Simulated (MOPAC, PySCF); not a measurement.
C$_{2}$H$_{5}$I$_{3}$Si, SMILES `CC[Si](I)(I)I` (C–C–Si–I torsion 180°), neutral singlet in the gas phase. 

Z-matrix (Å, degrees):
```
C
H 1 1.1039
H 1 1.1039 2 106.72
C 1 1.5301 2 111.56 3 122.09
H 4 1.1008 1 111.39 2 -179.44
H 4 1.1008 5 107.79 1 122.48
H 4 1.1013 5 107.80 6 116.11
Si 1 1.8810 2 105.63 3 -112.09
I 8 2.4671 1 108.94 2 56.43
I 8 2.4698 1 109.78 2 176.36
I 8 2.4698 1 109.78 2 -63.50
```
Charge 0, multiplicity 1.

All levels are single points at this geometry (B3LYP-D3(BJ)/def2-SVP); Pople sets use spherical d functions. Orbital energies aren't observables, and empty levels follow the basis.

```csv
level,HOMO (eV),LUMO (eV),gap (eV),dipole (D),"vertical IE, Delta-SCF (eV)"
B3LYP-D3(BJ)/def2-TZVP in PySCF,-7.23,-2.20,5.04,1.82,9.01
M06-2X/def2-TZVP in PySCF,-8.65,-1.36,7.29,1.92,9.58
B3LYP/6-311+G** (LANL2DZ on I) in PySCF,-7.36,-2.34,5.03,2.30,–
B3LYP/LANL2DZ in PySCF,-7.40,-2.52,4.88,2.52,–
BP86/6-31G* (LANL2DZ on I) in PySCF,-6.59,-2.91,3.68,2.66,–
M06-2X/6-31G* (LANL2DZ on I) in PySCF,-8.49,-1.52,6.98,2.66,–
PBE/6-31G* (LANL2DZ on I) in PySCF,-6.49,-2.79,3.69,2.64,–
SVWN5/6-31G* (LANL2DZ on I) in PySCF,-6.54,-2.94,3.60,2.62,8.95
PM6 in MOPAC,-9.58,-2.50,7.08,2.53,–
```
